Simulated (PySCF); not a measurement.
Match the calculated data to a structure.

All candidates are C6H15N.

* Polarisability: 85.2 au [PBE0/def2-SVPD]
* Dipole: 0.52 D [PBE0/def2-SVPD]
* UV, strongest line: among the 6 lowest singlet transitions: S4 at 6.31 eV (197 nm, f = 0.042) [TDDFT PBE0/def2-SVPD]
* Rotational structure: rotational constants A, B, C: 3.450, 1.808, 1.541 GHz [PBE0-D3(BJ)/def2-SVP]
* UV, first state: lowest singlet excitation: 5.54 eV (224 nm, f = 0.007) [TDDFT PBE0/def2-SVPD]

Gas-phase values; electronic properties from PySCF, density fitting. Levels stand in brackets. Isolated species at its PBE0-D3(BJ)/def2-SVP geometry (one conformer only).

Question: Which candidate is it?
A. `CC(C)[C@H](C)CN`
B. `CNCC(C)(C)C`
C. `CCN(C)C(C)C`

Answer: C. It is `CCN(C)C(C)C`. Numbering: `[CH3:1][CH2:2][N:3]([CH3:4])[CH:5]([CH3:6])[CH3:7]`. Its formula, C6H15N, gives 0 degrees of unsaturation, so no ring and no π bond. The optimised geometry has point group C1 and is an asymmetric top.

The others, at the same levels:
- `CNCC(C)(C)C` fails: its computed lowest singlet excitation is 5.82 eV (213 nm, f = 0.005) (against 5.54 eV), rotational constant A is 4.158 GHz (against 3.450 GHz) and smallest rotational constant is 1.467 GHz (against 1.541 GHz).
- `CC(C)[C@H](C)CN` fails: its computed lowest singlet excitation is 6.19 eV (200 nm, f = 0.010) (against 5.54 eV), strongest line among the 6 lowest singlet transitions is S4 at 7.41 eV (167 nm, f = 0.055) (against S4 at 6.31 eV) and rotational constant A is 3.085 GHz (against 3.450 GHz).

Each candidate is one conformer, not necessarily the lowest. Dipoles, sizes and rotational constants follow the conformer. The torsions of the flexible species, by atom-mapped SMILES:
- `[CH3:1][CH2:2][N:3]([CH3:4])[CH:5]([CH3:6])[CH3:7]`: C1–C2–N3–C4 75°, C2–N3–C5–C6 71°
- `[CH3:1][NH:2][CH2:3][C:4]([CH3:5])([CH3:6])[CH3:7]`: C1–N2–C3–C4 174°, N2–C3–C4–C5 180°
- `[CH3:1][CH:2]([CH3:3])[C@H:4]([CH3:5])[CH2:6][NH2:7]`: C1–C2–C4–C5 -71°, C2–C4–C6–N7 -57°, H–N7–C6–C4 -70°, H–N7–C6–C4 172°
